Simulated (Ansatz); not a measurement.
System: ethenyl(methoxymethyl)silane, C$_{4}$H$_{10}$OSi, net charge 0, singlet state. SMILES: C=C[SiH2]COC
Coordinates optimised at B3LYP-D3(BJ)/def2-TZVP (Ansatz, a quantum-chemistry and plane-wave program):
```xyz
16

C      2.8066    -1.1150    -0.2429
C      1.5920    -0.7561    -0.6547
Si     0.7990     0.8755    -0.2422
C     -0.8167     0.6104     0.7076
O     -1.6772    -0.1745    -0.1059
C     -2.9192    -0.4498     0.5060
H      3.2422    -2.0775    -0.4914
H      3.4229    -0.4585     0.3628
H      1.0247    -1.4610    -1.2580
H      1.7244     1.6629     0.6116
H      0.4964     1.6415    -1.4755
H     -0.6164     0.1029     1.6630
H     -1.2851     1.5758     0.9524
H     -3.5008    -1.0518    -0.1911
H     -3.4666     0.4753     0.7275
H     -2.7859    -1.0084     1.4413
```
Charge 0, spin multiplicity 1.

Computed values are from Ansatz. Cores are frozen in the correlated levels unless marked. UHF or UKS for open shells. Spin-orbit coupling is left out. Non-relativistic. Basis-set limits of correlation are two-point, X^-3; Hartree-Fock from the larger set.

Question: What is the total energy at CCSD(T)/CBS(cc-pV(T+d)Z,cc-pV(Q+d)Z)?

Answer: -522.4170 Eh.

Question: What is the dipole moment at CCSD(T)/aug-cc-pV(D+d)Z?

Answer: 1.26 D.

Question: What is the T1 diagnostic at CCSD/cc-pV(Q+d)Z?

Answer: 0.011.

Question: What is the atomisation energy De at CCSD(T)/CBS(cc-pV(T+d)Z,cc-pV(Q+d)Z)?

Answer: 1453.5 kcal/mol.
